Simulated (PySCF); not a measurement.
# Dipole moment and polarisability of `FC[SiH2]CCS`

Compound: C3H9FSSi.
Geometry (GFN2-xTB, Å), atoms numbered from 1 in this order:
```
atom  x, y, z in Å
F1    -2.023   -1.233    0.809
C2    -2.240   -0.020    0.181
Si3   -0.768    1.168    0.510
C4     0.804    0.441   -0.287
C5     1.190   -0.909    0.291
S6     2.676   -1.614   -0.517
H7    -3.184    0.362    0.577
H8    -2.380   -0.246   -0.880
H9    -0.598    1.298    1.958
H10   -1.103    2.446   -0.123
H11    1.632    1.140   -0.152
H12    0.663    0.334   -1.365
H13    1.394   -0.848    1.359
H14    0.414   -1.653    0.123
H15    3.520   -0.660   -0.125
```

Level: wB97X-D/def2-SVPD (PySCF), static field, nuclei fixed, core orbitals frozen in the response. The polarisability tensor in these axes (au):

```
x    98.65 -10.71  -4.96
y   -10.71  85.41   2.31
z    -4.96   2.31  75.30
```

**Question.** What are the eigenvalues, a third of the trace, and Δα (Δα² = ½Σ(αi − αj)² over the three pairs)?

**Answer.** Principal values 74.28, 79.47 and 105.61 au; mean 86.45 au = 12.81 Å³ = 14.25 × 10⁻⁴⁰ C²·m²/J; Δα = 29.08 au (34 % of the mean).

**Question.** What is the dipole moment, and where does it point?

**Answer.** (-0.87, 2.52, -0.06) D, 2.67 D in size, pointing from the negative to the positive side. Measured along this direction, the outermost atoms are S6 at the negative end and H10 at the positive end.

**Question.** In a dilute gas of rigid molecules at 250 K, how does the orientational term μ²/3kT compare with the electronic polarisability?

**Answer.** In Gaussian units μ²/3kT = 68.78 Å³ against 12.81 Å³, a ratio of 5.37; the Debye molar polarisation (4π/3)N_A(α + μ²/3kT) is 205.8 cm³/mol, leaving out the vibrational part.

**Question.** Find the Langevin capture rate constant for NO+ (29.998 u) meeting this molecule (124.018 u), k = 2.342 × 10⁻⁹ cm³/s × √(α in Å³ / reduced mass in u).

**Answer.** The reduced mass is 24.16 u, so k = 1.71 × 10⁻⁹ cm³/s. The formula leaves out the permanent dipole, which adds to the capture rate.

**Question.** What molar refraction does this α imply?

**Answer.** Lorentz–Lorenz: R = (4π/3)N_A α = 2.5225 cm³/(mol·Å³) × 12.81 Å³ = 32.3 cm³/mol, in the limit of long wavelengths.

**Question.** Traceless (Buckingham) quadrupole moment about the centre of nuclear charge: eigenvalues?

**Answer.** -5.18, -3.08, 8.26 D·Å. The values depend on the origin, since the dipole doesn't vanish. The electronic extent ⟨r²⟩ about the same centre is 1350 bohr², a root-mean-square distance of 2.39 Å for the 66 electrons.

One conformer (not necessarily the lowest) at the GFN2-xTB geometry, without solvent, vibrations or thermal averaging.

These values come from a run that also computed excited states. Hardware: one thread, Arm Neoverse N1 (aarch64), no GPU, shared host with 64 logical CPUs at a one-minute load of 56. Cost: 79 s (with the writing of density and orbital grids), 0.87 GiB resident at most.
